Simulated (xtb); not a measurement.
xtb input:

```bash
xtb mol.xyz --gfnff --opt tight --chrg 0 --uhf 0
```
mol.xyz:
```
2

Tl    -0.00000000    -0.00000000    -1.13760339
I      0.00000000     0.00000000     1.73860141
```

Question: Which total energy does the run end on?

Answer: -0.05312 Eh (GFN-FF).
